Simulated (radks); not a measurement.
Results of a calculation; reference values are marked as such.
Trend from Sc2+ to Zn2+: ionisation energy by Delta-SCF between NIST ground configurations, and size. Level of theory: Dirac Kohn-Sham, PBE, spin-unpolarised, spherical densities, finite nucleus; open shells fill j = l - 1/2 first; Fermi nuclear charge, rms radius of each element as measured or else 0.836 A^(1/3) + 0.57 fm (a radial shooting solver on a logarithmic mesh with Libxc functionals).

species  configuration  configuration of the ion  IE (eV)  NIST (eV)       kind  outermost  <r> outermost (bohr)
Sc2+          [Ar] 3d1                      [Ar]   24.891     24.757       exp.      3d3/2                  1.57
Ti2+          [Ar] 3d2                  [Ar] 3d1   26.971     27.492       exp.      3d3/2                  1.43
V2+           [Ar] 3d3                  [Ar] 3d2   28.923     29.311       exp.      3d3/2                  1.32
Cr2+          [Ar] 3d4                  [Ar] 3d3   30.777      30.96       exp.      3d3/2                  1.23
Mn2+          [Ar] 3d5                  [Ar] 3d4   32.427      33.67       exp.      3d5/2                  1.15
Fe2+          [Ar] 3d6                  [Ar] 3d5   34.119      30.65       exp.      3d5/2                  1.08
Co2+          [Ar] 3d7                  [Ar] 3d6   35.753       33.5  semi-emp.      3d5/2                  1.02
Ni2+          [Ar] 3d8                  [Ar] 3d7   37.337      35.19       exp.      3d5/2                 0.972
Cu2+          [Ar] 3d9                  [Ar] 3d8   38.876      36.84       exp.      3d5/2                 0.925
Zn2+         [Ar] 3d10                  [Ar] 3d9   40.376     39.723       exp.      3d5/2                 0.883

Reference values: NIST Atomic Spectra Database (exp. = measured, semi-emp. = semi-empirical, theory = theoretical value adopted there). Spin polarisation and multiplet splitting are left out, so open shells lie too high by an amount that depends on their filling.

Beside tabulated values, note that spin-unpolarised runs miss the spin-polarisation part of the exchange energy of open shells.
